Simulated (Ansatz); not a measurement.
C2H7GaO, SMILES `[CH3][Ga]([CH3])[OH]` from Hartree–Fock to CCSD(T)

```xyz
11

C    -1.890    0.177   -0.097
Ga   -0.011   -0.284    0.201
C     1.608    0.611   -0.469
O     0.196   -1.735    1.245
H    -2.107    1.179    0.280
H    -2.539   -0.537    0.412
H    -2.128    0.172   -1.163
H     1.676    1.622   -0.060
H     1.572    0.704   -1.557
H     2.515    0.070   -0.197
H     1.109   -1.979    1.405
```

Total charge 0; spin multiplicity 1. Correlated methods include outer-core shells of Ga, which these sets cover unevenly. Scalar relativity is left out up to krypton. The structure was optimised at the PBE0-D4/def2-TZVP level. It is one conformer, not always the lowest. Frozen core, restricted reference, Ansatz 0.2.0.

```json
{"basis": "def2-SVP", "HF (Eh)": "-2077.59241", "MP2 corr.": "-0.70032"}
{"basis": "def2-TZVPP", "HF (Eh)": "-2078.02746", "MP2 corr.": "-0.83798"}
{"basis": "def2-QZVPP", "HF (Eh)": "-2078.07542", "MP2 corr.": "-1.12825"}
```

(1) Estimate the CCSD correlation energy and the (T) correction in each basis where they were run (hartree).

Answers

(1) 
| basis | CCSD corr. | (T) |
| --- | --- | --- |
| def2-SVP | -0.72863 | -0.02069 |
| def2-TZVPP | -0.86191 | -0.03321 |
